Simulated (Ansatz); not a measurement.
CsF (SMILES [F][Cs]), singlet, at a GFN2-xTB geometry (such geometries of metal compounds can be far from the true shape) (all electrons, no relativity); HF/3-21G (Ansatz, a program for electronic structure).

Input for Ansatz:
Ansatz 0.2 input:
```yaml
crystal:
  periodic: [false, false, false]
  atoms:
    - {symbol: Cs, position_ang: [-0.00000000, -0.00000000, -0.32413647]}
    - {symbol: F, position_ang: [0.00000000, 0.00000000, 1.98083399]}
basis:
  gaussian:
    orbitals: 3-21G.json
    nuclear_model: gaussian
hamiltonian:
  xc: hf
```
The basis file holds 3-21G in the JSON format of the Basis Set Exchange.

Problem. Write the output that Ansatz gives for this input, abridged.

Solution. 
```
Functional definition: HF
435 factors; integrals over basis functions are off by at most 2.1e-4 eV
mean field evaluation 1: about -207602.3046 eV, gradient 4.0e1 eV
mean field evaluation 2: about -207602.3101 eV, gradient 4.0e1 eV
mean field evaluation 4: about -207604.0639 eV, gradient 4.4e-1 eV
mean field evaluation 8: about -207604.0690 eV, gradient 6.1e-6 eV
mean field -207604.06901641 eV, -7629.3088172611 hartree, gradient 5.8e-6 eV, S^2 0.000000; 0 other end points of the search recorded, 0 dependent functions left out
reference -207604.06901641 eV, -7629.3088172611 hartree; 32, 32 occupied and 14, 14 virtual orbitals, 435 factors
Total energy: -207604.06901641 eV, -7629.3088172611 hartree
```
